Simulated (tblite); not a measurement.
A geometry optimisation, step by step.

Compound: C₅H₁₀B₂Si.
Bonds: C1–C2 (double), C2–B3, B3–Si4, Si4–B5, B5–C6, C6–C7 (triple), C7–C8. Hydrogens: H9, H10 on C1; H11 on C2; H12 on B3; H13, H14 on Si4; H15 on B5; H16, H17, H18 on C8.

Computed with GFN2-xTB (tblite), gas phase: L-BFGS steps from a force-field or distance-geometry start until the largest atomic force falls under 0.01 eV/Å. 4 of its 244 geometries are shown.

Step 0: E = -539.5580 eV, largest atomic force 1.986 eV/Å
```
atom  x, y, z in Å  |  force x, y, z in eV/Å
C1     -3.838   -1.172   -0.857   -0.795  -0.570  -0.211
C2     -3.723   -0.134   -0.038    0.330   0.491   0.991
B3     -2.355    0.577    0.254   -1.011   0.311  -1.160
Si4    -0.707   -0.200   -0.445   -0.423  -0.252   0.824
B5      0.716    0.899    0.246    1.878   0.560  -0.323
C6      2.184    0.595   -0.073    0.655  -0.025   0.076
C7      3.362    0.350   -0.325   -0.747   0.225   0.389
C8      4.779    0.072   -0.625   -0.306   1.009   0.367
H9     -2.976   -1.578   -1.398   -0.700   0.116   0.258
H10    -4.853   -1.614   -0.985    1.064   0.114  -0.302
H11    -4.647    0.193    0.468    0.410  -0.042  -0.229
H12    -2.357    1.751    0.387   -0.209  -0.153   0.409
H13    -0.654   -1.592    0.036    0.242  -0.315  -0.209
H14    -0.818   -0.207   -1.900    0.109  -0.107  -0.407
H15     0.446    1.938    0.784    0.310  -0.511  -0.119
H16     5.205   -0.625    0.121   -0.394   0.012  -0.673
H17     5.396    1.008   -0.520   -0.657  -0.626  -0.172
H18     4.830   -0.257   -1.671    0.247  -0.235   0.491
```

Step 81: E = -540.0725 eV, largest atomic force 0.036 eV/Å
```
atom  x, y, z in Å  |  force x, y, z in eV/Å
C1     -3.856   -1.292   -0.809    0.004  -0.007   0.029
C2     -3.696   -0.224   -0.028    0.003  -0.003  -0.003
B3     -2.501    0.743   -0.128    0.031  -0.018  -0.001
Si4    -0.673    0.065   -0.421   -0.018   0.022  -0.003
B5      0.825    1.034    0.435    0.005  -0.017  -0.009
C6      2.218    0.688    0.050    0.001   0.014   0.011
C7      3.343    0.377   -0.280   -0.007  -0.012   0.010
C8      4.680   -0.002   -0.671   -0.009   0.013  -0.004
H9     -3.117   -1.553   -1.548    0.006  -0.022  -0.001
H10    -4.731   -1.923   -0.769   -0.027  -0.001  -0.015
H11    -4.498   -0.007    0.673   -0.018   0.013   0.010
H12    -2.735    1.892   -0.034    0.007   0.014  -0.009
H13    -0.572   -1.375   -0.058    0.005   0.011  -0.022
H14    -0.438    0.023   -1.892    0.001   0.001   0.008
H15     0.664    1.877    1.240    0.005  -0.016  -0.001
H16     5.049   -0.771    0.009   -0.004   0.023  -0.006
H17     5.348    0.859   -0.625    0.012  -0.015   0.006
H18     4.680   -0.404   -1.685    0.001   0.000   0.001
```

Step 162: E = -540.1627 eV, largest atomic force 0.095 eV/Å
```
atom  x, y, z in Å  |  force x, y, z in eV/Å
C1     -3.518   -1.013    0.371   -0.030   0.072   0.034
C2     -3.529    0.242   -0.086   -0.008  -0.038  -0.007
B3     -2.316    0.940   -0.739   -0.006  -0.008   0.009
Si4    -0.795   -0.078   -1.432    0.090  -0.009  -0.029
B5      0.533   -0.386    0.006    0.024  -0.043   0.041
C6      1.974   -0.039   -0.119    0.048   0.000   0.005
C7      3.167    0.175   -0.175   -0.056   0.019  -0.024
C8      4.581    0.452   -0.291   -0.050   0.019  -0.019
H9     -2.644   -1.638    0.278    0.016  -0.004   0.010
H10    -4.361   -1.460    0.878   -0.018  -0.008  -0.016
H11    -4.453    0.800    0.054    0.022  -0.018   0.008
H12    -2.310    2.115   -0.746   -0.001   0.036   0.025
H13    -1.212   -1.398   -1.986    0.069   0.061   0.005
H14    -0.170    0.576   -2.610   -0.020  -0.059  -0.003
H15     0.210   -0.880    1.026   -0.062  -0.006  -0.031
H16     5.161   -0.177    0.387   -0.047   0.005  -0.041
H17     4.765    1.497   -0.037   -0.005  -0.020  -0.014
H18     4.907    0.280   -1.319    0.035   0.003   0.046
```

Step 243: E = -540.2080 eV, largest atomic force 0.010 eV/Å
```
atom  x, y, z in Å  |  force x, y, z in eV/Å
C1     -3.094   -0.615    0.814    0.003  -0.004  -0.002
C2     -2.988    0.515    0.113    0.003   0.002   0.001
B3     -1.820    0.879   -0.822    0.004   0.000  -0.002
Si4    -0.870   -0.480   -1.868    0.000  -0.002   0.003
B5      0.454   -1.202   -0.598    0.004   0.001   0.000
C6      1.734   -0.481   -0.368    0.003  -0.003   0.002
C7      2.775    0.115   -0.198   -0.005  -0.002   0.002
C8      4.016    0.825    0.005   -0.001  -0.001   0.000
H9     -2.344   -1.388    0.751   -0.004   0.000   0.000
H10    -3.902   -0.803    1.505   -0.001   0.002  -0.001
H11    -3.775    1.251    0.260   -0.009   0.002   0.003
H12    -1.454    1.996   -0.819   -0.001   0.005  -0.002
H13    -1.745   -1.542   -2.417   -0.001   0.001   0.001
H14    -0.236    0.058   -3.095    0.000   0.001   0.002
H15     0.235   -2.163    0.042    0.002  -0.003  -0.002
H16     4.615    0.348    0.781    0.003   0.000   0.000
H17     3.808    1.855    0.298   -0.002  -0.001  -0.005
H18     4.585    0.839   -0.925    0.002   0.004   0.001
```

Task: Summarise the path.

Result: The energy falls by 0.6500 eV from step 0 to step 243; nine tenths of that is first reached at step 155. It rises by more than 0.2 meV at step 119. The largest force goes from 1.986 to 0.010 eV/Å. Among the bonds B5–C6 changes most, from 1.533 to 1.487 Å; the atoms move by 1.933 Å rms after alignment.

Task: Follow the three bonds and two angles with the largest change from start to end.

Result: 
```tsv
step	E above end (eV)	largest force (eV/Å)	B5–C6 (Å)	Si4–B5 (Å)	C8–H17 (Å)	B3–Si4–H13 (°)	H13–Si4–H14 (°)
0	0.6500	1.986	1.533	1.926	1.126	106.8	108.9
11	0.1953	0.227	1.482	1.981	1.092	114.9	101.5
21	0.1678	0.122	1.488	1.980	1.092	113.3	100.1
32	0.1590	0.046	1.488	1.978	1.091	111.6	101.6
42	0.1557	0.067	1.487	1.981	1.091	112.2	101.0
53	0.1478	0.055	1.488	1.980	1.091	112.4	101.9
63	0.1415	0.044	1.487	1.980	1.091	111.3	101.4
74	0.1367	0.029	1.486	1.978	1.091	110.9	101.4
85	0.1338	0.047	1.486	1.976	1.091	111.6	101.6
95	0.1284	0.050	1.486	1.983	1.091	111.7	101.2
106	0.1211	0.145	1.483	1.987	1.091	113.7	101.9
116	0.1149	0.078	1.485	1.987	1.089	113.8	101.4
127	0.1012	0.078	1.484	1.984	1.091	113.0	101.2
137	0.0901	0.116	1.484	1.986	1.091	115.1	100.5
148	0.0759	0.125	1.486	1.983	1.091	113.3	101.4
158	0.0543	0.197	1.490	1.984	1.091	112.4	103.2
169	0.0294	0.114	1.487	1.974	1.092	110.8	101.0
180	0.0149	0.057	1.486	1.973	1.091	112.4	102.2
190	0.0108	0.064	1.486	1.972	1.091	112.6	101.6
201	0.0091	0.028	1.486	1.972	1.090	112.6	101.8
211	0.0073	0.028	1.486	1.970	1.090	112.6	101.8
222	0.0028	0.056	1.486	1.971	1.091	113.3	102.1
232	0.0008	0.053	1.486	1.971	1.090	113.6	102.0
243	0.0000	0.010	1.487	1.971	1.091	114.1	101.9
```

What follows is the cost of the whole relaxation. Hardware: one thread, Arm Neoverse N1 (aarch64), no GPU (shared host). Cost: 3.1 s of wall time.
